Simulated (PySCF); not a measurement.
Electron correlation in Co⁴⁺ (cobalt, charge +4)

Starting occupation: [Ar] 3d5, 3d3/2 with m_j = -3/2, -1/2, +1/2, +3/2, 3d5/2 with m_j = +5/2. All numbers are calculated (PySCF 2.14, X2C-1e with screened-nucleus spin-orbit coupling, Gaussian nucleus, in x2c-TZVPall-2c (6s7p4d1f, 54 functions)). Frozen: [Ne]; 13 electrons correlated.

MP2 pair energies summed by pair of shells (mhartree):

```tsv
pair	energy	share (%)
3d-3p	-129.40	44.9
3p-3p	-67.42	23.4
3d-3d	-46.42	16.1
3p-3s	-23.89	8.3
3d-3s	-18.29	6.3
3s-3s	-2.89	1.0
```

Total MP2 correlation energy: -288.30 mhartree.

The GHF reference relaxed away from the jj start to a determinant that is no pure jj level (⟨S²⟩ = 8.75, ⟨J²⟩ = 8.75); the energies belong to that determinant.

This basis was not built for core-valence correlation, so the inner-shell part is incomplete.
